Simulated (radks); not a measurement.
Q: Species: La. Configuration: [Xe] 4f1 5d1 6p1 (not the ground configuration). Calculated with a radial shooting solver on a logarithmic mesh with Libxc functionals: non-relativistic Kohn-Sham, TPSS, spin-polarised, spherical densities, point nucleus; open shells are filled with parallel spins first (spin-orbit coupling, left out, can overturn this in heavy ions); meta-GGA in the generalised Kohn-Sham scheme; relativity is left out, which matters for an element this heavy. Some entries of the table are withheld. Estimate them.

orbital,occ.,eigenvalue (eV),<r> (bohr)
1s down,1,-36949.68,0.02664
1s up,1,-36949.68,0.02664
2s up,1,-5710.762,0.1142
2s down,1,-5710.743,0.1142
2p up,3,-5392.178,0.09710
2p down,3,-5392.164,0.09710
3s up,1,-1215.460,0.2994
3s down,1,-1215.253,0.2994
3p up,3,-1078.407,0.2896
3p down,3,-1078.204,0.2896
3d up,5,-824.3225,0.2605
3d down,5,-824.1459,0.2605
4s up,1,-238.8939,0.6859
4s down,1,-238.2478,0.6858
4p up,3,-188.2855,0.7086
4p down,3,-187.6122,0.7085
4d up,5,-100.2098,0.7701
4d down,5,-99.4827,0.7699
5s up,1,-32.7191,1.675
5s down,1,-31.9631,1.674
5p up,3,(1),(2)
5p down,3,(3),(4)
5d up,1,-2.5087,3.382
6p up,1,-1.5969,6.596
4f up,1,-1.5222,1.309
4f down,0,-0.7129,1.305

A: 
(1) 5p up eigenvalue (eV): -19.6781
(2) 5p up <r> (bohr): 1.897
(3) 5p down eigenvalue (eV): -18.8967
(4) 5p down <r> (bohr): 1.897
